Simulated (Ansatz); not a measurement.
`[SeH][InH2]` + HI → `[InH2][I]` + H₂Se at 700 K and 1 bar (ligand exchange at the In–Se bond).

Isolated molecules relaxed with PBE0-D4/def2-TZVP in Ansatz; ΔE leaves out vibrations. CCSD(T)/CBS is the MP2 limit (def2-TZVPP, def2-QZVPP) plus CCSD(T) − MP2 in def2-TZVPP, frozen cores. Elements past krypton have def2 core potentials. For I, In, Se outer-core shells are correlated without core-valence functions, which leaves a few kJ/mol of doubt a bond. Scalar relativity is left out up to krypton.

```csv
species,CCSD(T)/CBS energy (Eh),H − E (kJ/mol),S (J/(mol·K))
`[SeH][InH2]`,-2592.33228,98.7,369.7
HI,-298.03592,34.6,231.7
`[InH2][I]`,-488.48444,71.4,349.5
H₂Se,-2401.89790,61.1,251.1
```

H − E and S are ideal-gas, rigid-rotor, harmonic terms from PBE0-D4/def2-TZVP. 1 Eh = 2625.50 kJ/mol, R = 8.31446 J/(mol·K).

By hand: ΔE, ΔH, ΔS and ΔG.

ΔE = (-488.48444) + (-2401.89790) − (-2592.33228) − (-298.03592) = -0.01414 Eh = -37.1 kJ/mol. Δ(H − E) = 71.4 + 61.1 − 98.7 − 34.6 = -0.8, so ΔH = -37.9 kJ/mol. ΔS = 349.5 + 251.1 − 369.7 − 231.7 = -0.8 J/(mol·K). ΔG = -37.9 − 700 × (-0.8)/1000 = -37.3 kJ/mol.

By hand: the equilibrium constant, and the temperature at which ΔG would vanish if ΔH and ΔS stayed fixed.

log₁₀ K = −ΔG/(RT ln 10) = 2.8. ΔG = 0 at ΔH/ΔS = 47375 K, far beyond where these terms or the molecules hold.

The number of gas molecules stays the same, so ΔS is small and ΔH decides. A doubt of 5 kJ/mol in ΔE shifts log₁₀ K by 0.4 here. These are equilibria of isolated gas molecules and say nothing of rates. Largest T1 diagnostic: 0.013 (customary marks: 0.02 for closed shells, 0.045 for open ones).
